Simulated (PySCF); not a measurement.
F₅Ta, charge +1, doublet, at a GFN2-xTB geometry (such geometries of metal compounds can be far from the true shape) (the multiplicity is a formal guess) (core potentials on Ta), with bond 6-1 at 1.3 times its length; DF-PBE/def2-SV(P) (PySCF).

Input for PySCF:
```python
from pyscf import gto, scf, dft

mol = gto.Mole()
mol.atom = '''
    Ta   -0.023198   -0.015231    0.005481
    F     1.201507   -0.753264    1.196646
    F    -1.239087    0.704115   -1.206156
    F     0.075636    1.577852    0.871112
    F     1.114199   -0.375487   -1.368466
    F    -1.632197   -1.613437    0.670147
'''
mol.basis = 'def2-sv(p)'
mol.ecp = {'Ta': 'def2-sv(p)'}
mol.charge = 1
mol.spin = 1
mol.verbose = 4
mol.build()

mf = dft.UKS(mol)
mf.xc = 'pbe'
mf.diis_space = 20
mf = mf.density_fit(auxbasis='def2-universal-jkfit')
mf.kernel()
```

What the program printed (banner, timings and long lists left out):

```
PySCF version 2.14.0

[INPUT] verbose = 4
[INPUT] num. atoms = 6
[INPUT] num. electrons = 57
[INPUT] charge = 1
[INPUT] spin (= nelec alpha-beta = 2S) = 1
[INPUT] symmetry False subgroup None
[INPUT] Mole.unit = angstrom
[INPUT] Symbol           X                Y                Z      unit          X                Y                Z       unit  Magmom
[...]
nuclear repulsion = 304.000073457234
number of shells = 41
number of NR pGTOs = 170
number of NR cGTOs = 95
basis = def2-sv(p)
ecp = {'Ta': 'def2-sv(p)'}

******** <class 'pyscf.df.df_jk.DFUKS'> ********
method = DFUKS
initial guess = minao
damping factor = 0
level_shift factor = 0
DIIS = <class 'pyscf.scf.diis.CDIIS'>
diis_start_cycle = 1
diis_space = 20
diis_damp = 0
SCF conv_tol = 1e-09
SCF conv_tol_grad = None
SCF max_cycles = 50
direct_scf = False
number electrons alpha = 29  beta = 28
XC library pyscf.dft.libxc version 7.1.2
    S. Lehtola, C. Steigemann, M. J. T. Oliveira, and M. A. L. Marques,  SoftwareX 7, 1–5 (2018)
XC functionals = pbe
    J. P. Perdew, K. Burke, and M. Ernzerhof,  Phys. Rev. Lett. 77, 3865 (1996)
    J. P. Perdew, K. Burke, and M. Ernzerhof,  Phys. Rev. Lett. 78, 1396 (1997)
    J. P. Perdew, K. Burke, and M. Ernzerhof,  Phys. Rev. Lett. 77, 3865 (1996)
    J. P. Perdew, K. Burke, and M. Ernzerhof,  Phys. Rev. Lett. 78, 1396 (1997)
radial grids:
    Treutler-Ahlrichs [JCP 102, 346 (1995); DOI:10.1063/1.469408] (M4) radial grids

becke partition: Becke, JCP 88, 2547 (1988); DOI:10.1063/1.454033
pruning grids: <function nwchem_prune>
grids dens level: 3
symmetrized grids: False
atomic radii adjust function: <function treutler_atomic_radii_adjust>
small_rho_cutoff = 0
Set gradient conv threshold to 3.16228e-05
tot grids = 95320
init E= -542.928760224261

cycle= 1 E= -555.048787189829  delta_E= -12.1  |g|= 0.595  |ddm|= 5.63

cycle= 2 E= -553.838315986048  delta_E= 1.21  |g|= 1.83  |ddm|= 1.57
cycle= 3 E= -554.918423879417  delta_E= -1.08  |g|= 0.649  |ddm|=  1.4
cycle= 4 E= -555.099830479803  delta_E= -0.181  |g|= 0.458  |ddm|= 1.06
cycle= 5 E= -555.166369210255  delta_E= -0.0665  |g|= 0.231  |ddm|= 0.207
cycle= 6 E= -554.919044825639  delta_E= 0.247  |g|= 0.677  |ddm|= 0.984
cycle= 7 E= -554.979918201794  delta_E= -0.0609  |g|= 0.563  |ddm|= 0.511
cycle= 8 E= -554.986452154389  delta_E= -0.00653  |g|= 0.554  |ddm|= 0.0853
cycle= 9 E= -554.991006893131  delta_E= -0.00455  |g|= 0.551  |ddm|= 0.104
cycle= 10 E= -554.991094767324  delta_E= -8.79e-05  |g|= 0.549  |ddm|= 0.0978
[...]
cycle= 20 E= -554.976966405639  delta_E= 0.000569  |g|= 0.57  |ddm|= 0.0156
cycle= 21 E= -554.978428084346  delta_E= -0.00146  |g|= 0.568  |ddm|= 0.032
cycle= 22 E= -555.182560882825  delta_E= -0.204  |g|= 0.159  |ddm|= 0.981
cycle= 23 E= -554.987450784151  delta_E= 0.195  |g|= 0.561  |ddm|= 0.967
cycle= 24 E= -554.975100569096  delta_E= 0.0124  |g|= 0.574  |ddm|= 0.16
cycle= 25 E= -554.977675426566  delta_E= -0.00257  |g|= 0.57  |ddm|= 0.0271
cycle= 26 E= -555.192664926216  delta_E= -0.215  |g|= 0.0974  |ddm|= 0.974
cycle= 27 E= -554.983490216668  delta_E= 0.209  |g|= 0.557  |ddm|= 0.98
cycle= 28 E= -554.98504623422  delta_E= -0.00156  |g|= 0.554  |ddm|= 0.101
cycle= 29 E= -554.986691801075  delta_E= -0.00165  |g|= 0.551  |ddm|= 0.0259
cycle= 30 E= -554.987104680426  delta_E= -0.000413  |g|= 0.551  |ddm|= 0.0498
cycle= 31 E= -554.98683174244  delta_E= 0.000273  |g|= 0.551  |ddm|= 0.0605
cycle= 32 E= -554.986984698218  delta_E= -0.000153  |g|= 0.551  |ddm|= 0.0101
cycle= 33 E= -554.988693579351  delta_E= -0.00171  |g|= 0.547  |ddm|= 0.017

cycle= 34 E= -554.990115077864  delta_E= -0.00142  |g|= 0.545  |ddm|= 0.0359
cycle= 35 E= -554.987918112545  delta_E= 0.0022  |g|= 0.548  |ddm|= 0.0237
cycle= 36 E= -554.986411707662  delta_E= 0.00151  |g|= 0.552  |ddm|= 0.0593
cycle= 37 E= -554.98391704601  delta_E= 0.00249  |g|= 0.556  |ddm|= 0.061
cycle= 38 E= -554.982633480309  delta_E= 0.00128  |g|= 0.559  |ddm|= 0.0911
cycle= 39 E= -554.983227237924  delta_E= -0.000594  |g|= 0.558  |ddm|= 0.0229
cycle= 40 E= -554.983340441596  delta_E= -0.000113  |g|= 0.558  |ddm|= 0.0167
cycle= 41 E= -554.983490985953  delta_E= -0.000151  |g|= 0.558  |ddm|= 0.0315
cycle= 42 E= -554.984898849134  delta_E= -0.00141  |g|= 0.555  |ddm|= 0.0934

cycle= 43 E= -555.197939460188  delta_E= -0.213  |g|= 0.0413  |ddm|= 0.944
cycle= 44 E= -555.005613467938  delta_E= 0.192  |g|= 0.545  |ddm|= 0.988

cycle= 45 E= -555.065612201903  delta_E= -0.06  |g|= 0.474  |ddm|= 0.212

cycle= 46 E= -555.198126261198  delta_E= -0.133  |g|= 0.0349  |ddm|= 0.943
cycle= 47 E= -555.19632032843  delta_E= 0.00181  |g|= 0.0633  |ddm|= 0.174
cycle= 48 E= -555.197429375404  delta_E= -0.00111  |g|= 0.0468  |ddm|= 0.0576

cycle= 49 E= -555.01266547007  delta_E= 0.185  |g|= 0.523  |ddm|= 0.933

cycle= 50 E= -555.05260727846  delta_E= -0.0399  |g|= 0.48  |ddm|= 0.175
SCF not converged.
SCF energy = -555.05260727846 after 50 cycles  <S^2> = 0.7546839  2S+1 = 2.0046784
```

The run did not converge; its last values are not results.
